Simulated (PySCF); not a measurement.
```xyz
5
charge 0 multiplicity 2, angstrom
Li   -0.0001    1.7413    0.0000
Li    1.3317   -0.8979    0.0001
Li   -1.3316   -0.8981   -0.0001
Li   -0.0002    0.0273    2.5800
Li    0.0002    0.0273   -2.5800
```

All numbers come from PySCF, UPBE, basis Li def2-SVP (no relativity, density fitting).

This geometry of Li5 is a stationary point at this level.

Q: What is the point group?

A: C2v.

Q: Is it a minimum?

A: No: it has 1 imaginary mode, at 126i cm⁻¹.

Q: List the harmonic modes with their infrared intensities.

A: 
```csv
ω (cm⁻¹),IR (km/mol)
126i,–
134,2.8
157,4.4
186,0.2
197,0.3
208,0.2
255,12.3
283,1.7
329,17.1
```

Q: Give the atomic charges and bond orders.

A: 
```json
{"atom": "Li1", "Mulliken": "-0.04", "Löwdin": "-0.05", "polar tensor": "0.05", "spin (Mulliken)": "0.47", "Mayer order to Li1": "–"}
{"atom": "Li2,3", "Mulliken": "0.08", "Löwdin": "-0.01", "polar tensor": "0.02", "spin (Mulliken)": "0.22", "Mayer order to Li1": "0.25"}
{"atom": "Li4,5", "Mulliken": "-0.06", "Löwdin": "0.04", "polar tensor": "-0.04", "spin (Mulliken)": "0.04", "Mayer order to Li1": "0.34"}
```
Other Mayer orders above 0.3: Li–Li 0.32 (×2), Li–Li 0.35 (×2), Li–Li 0.40.

The determinant is spin-contaminated (⟨S²⟩ = 1.03, pure value 0.75). The spin densities have lower symmetry than the nuclear frame, so modes carry no symmetry labels. This need not be the most stable arrangement of these atoms.
